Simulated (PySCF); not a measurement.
Dipole response of Cr⁺ (chromium, charge +1)

[Ar] 3d4 4s1, high-spin 6D determinant (an excited configuration). All numbers are calculated (PySCF 2.14, scalar relativity by spin-free X2C-1e, in aug-cc-pwCVTZ-DK (10s9p7d4f3g, 127 functions)). Coupled (time-dependent) response in atomic units; α is the mean over directions.

| method | mean α (bohr³) | α xx, yy, zz | C₆ (like pair) | S(−4) |
| --- | --- | --- | --- | --- |
| TPSS | 35.95 | 36.47, 36.47, 34.91 | 208.8 | 1025 |

S(−4) is the Cauchy moment in α(ω) = α(0) + S(−4) ω² + …

α(iu) at TPSS:

```tsv
u (hartree)	α(iu) (bohr³)
0	35.95
0.0500	33.58
0.100	28.23
0.200	18.06
0.300	12.09
0.500	6.804
0.750	4.287
1.00	3.095
1.50	1.935
2.00	1.359
3.00	0.7884
5.00	0.3662
```

A single London oscillator, α(iu) = α/(1 + u²/ω²), gives C₆ = (3/4) ω α². Matching the computed C₆ needs ω = 4 × 208.8 / (3 × 35.95²) = 0.215 hartree.

For an ion, C₆ is the dispersion term alone; charge-induced terms of lower order in 1/R come first.

The components differ because the open shell of this determinant is not spherical; for a pure term their mean is the scalar polarisability.
